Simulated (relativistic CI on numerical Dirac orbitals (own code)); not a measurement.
K XVIII: what numerical and physical settings do to a radial Dirac CI calculation

Reference input:

```
atom K  Z=19  charge=17  electrons=2
nucleus A=39  rms_radius_fm=3.4349
hamiltonian dirac-coulomb  breit=on  qed=on  c_scale=1
orbitals kli  potential=per-configuration
slater_scale 1
correlation none
mixing on
grid step=0.0125 r_max=5.9
scf mixing=0.4 start=green max_iterations=150 tolerance=2e-08 node_fill=0.05
configurations
  1s2
  1s 2s
end
```

Computed lowest total energy -350.72015 Ha, first excitation 27995125.5 cm⁻¹, 14 SCF steps. Runs with settings changed; * marks those that are bad on purpose (the QED terms keep the true α when c is scaled):

| Changed | Outcome | Lowest level | ΔE (Ha) | First excitation (cm⁻¹) | SCF steps | Message |
| --- | --- | --- | --- | --- | --- | --- |
| iteration limit 30, QED terms off | converged | 1s² ¹S0 | -0.0963 | 28003981.6 | 14 |  |
| Breit term off, grid step 0.02 | converged | 1s² ¹S0 | -0.0873 | 28014285.3 | 14 |  |
| QED terms off | converged | 1s² ¹S0 | -0.0963 | 28003981.6 | 14 |  |
| Breit term off, nuclear radius 4.4654 fm | converged | 1s² ¹S0 | -0.0868 | 28014237.8 | 14 |  |
| speed of light × 0.4 * | converged | 1s² ¹S0 | -8.79 | 28554270.6 | 14 |  |
| SCF mixing 1.3 * | converged | 1s² ¹S0 | -3.92e-12 | 27995125.5 | 12 |  |
